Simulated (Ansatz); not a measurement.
Molecule: C5H12O (charge 0, singlet). 
Coordinates optimised at B3LYP-D3(BJ)/def2-TZVP (Ansatz, a first-principles code):
SMILES: CCCCCO
```xyz
18

C      3.1696     0.1734    -0.0486
C      1.8376    -0.4025     0.4226
C      0.6313     0.2773    -0.2210
C     -0.7058    -0.2897     0.2493
C     -1.8992     0.3886    -0.4067
O     -3.1510    -0.0949     0.0705
H      3.2835     0.0664    -1.1301
H      4.0135    -0.3303     0.4262
H      3.2423     1.2380     0.1865
H      1.7625    -0.3112     1.5108
H      1.8039    -1.4750     0.2047
H      0.7056     0.1855    -1.3105
H      0.6658     1.3508    -0.0042
H     -0.7973    -0.1865     1.3345
H     -0.7410    -1.3645     0.0324
H     -1.8353     0.2869    -1.4983
H     -1.8963     1.4565    -0.1801
H     -3.2005    -1.0400    -0.1091
```
Charge 0, spin multiplicity 1.

Basis-set convergence of Hartree-Fock and CCSD correlation energies (hartree) with Ansatz. Correlated levels leave the core frozen unless marked. Spin-orbit coupling is left out. No relativistic terms.

```csv
basis,functions,E(HF),"E(corr, CCSD)"
aug-cc-pVDZ,246,-271.22185,-1.02708
aug-cc-pVTZ,552,…,…
```

Q: Some entries are withheld; supply them.

A: 
- aug-cc-pVTZ, E(HF): -271.28857
- aug-cc-pVTZ, E(corr, CCSD): -1.20123
